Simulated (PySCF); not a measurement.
## TaO: frontier orbitals

LC-ωPBE at R = 1.683 Å; basis Ta def2-TZVPPD with ECP60, O def2-TZVPPD; scalar-relativistic core potentials; PySCF 2.14. State: ²Δ (doublet), unpaired electrons δ ↑. Only the outer orbitals are listed, counted within each symmetry, core potentials removing the inner ones.

| spin | orbital | occ. | ε (eV) | on Ta (%) | main shells (%) |
| --- | --- | --- | --- | --- | --- |
| α | 4σ | 1 | -27.70 | 19 | 81 O s |
| α | 5σ | 1 | -13.16 | 23 | 67 O p, 22 Ta d, 10 O s |
| α | 2π | 1 | -13.10 | 25 | 74 O p, 22 Ta d |
| α | 2π | 1 | -13.10 | 25 | 74 O p, 22 Ta d |
| α | 1δ | 1 | -9.06 | 100 | 100 Ta d |
| α | 6σ | 1 | -8.56 | 100 | 86 Ta s, 12 Ta d |
| α | 1δ | 0 | -0.23 | 100 | 100 Ta d |
| α | 3π | 0 | -0.09 | 100 | 72 Ta p, 28 Ta d |
| α | 3π | 0 | -0.09 | 100 | 72 Ta p, 28 Ta d |
| β | 1π | 1 | -43.83 | 99 | 100 Ta p |
| β | 1π | 1 | -43.83 | 99 | 100 Ta p |
| β | 4σ | 1 | -27.79 | 19 | 81 O s |
| β | 5σ | 1 | -13.14 | 22 | 69 O p, 20 Ta d, 9 O s |
| β | 2π | 1 | -13.14 | 22 | 77 O p, 19 Ta d |
| β | 2π | 1 | -13.14 | 22 | 77 O p, 19 Ta d |
| β | 6σ | 1 | -7.89 | 101 | 87 Ta s |
| β | 3π | 0 | 0.07 | 102 | 76 Ta p, 26 Ta d |
| β | 3π | 0 | 0.07 | 102 | 76 Ta p, 26 Ta d |
| β | 1δ | 0 | 0.08 | 100 | 100 Ta d |

Q: Which are the highest filled and the lowest empty level, where do they sit, and how wide is the gap?

A: Highest filled β 6σ at -7.89 eV (in %: 87 Ta s); lowest empty α 1δ at -0.23 eV (in %: 100 Ta d); the gap at LC-ωPBE is 7.66 eV.

The bond order (Mayer) is 2.38. The ⟨S²⟩ is 0.775, the charge on Ta (Mulliken, basis-dependent) is 0.38 and the charge on Ta (Löwdin, basis-dependent) is 0.63. The dipole moment (positive dipole means Ta(−)O(+)) is -3.00 D.

Shares are Mulliken populations and can fall outside 0 to 100 %.

Spin–orbit coupling is left out. With d or f electrons several states lie close, and the lowest PBE0 determinant need not be the measured ground state.
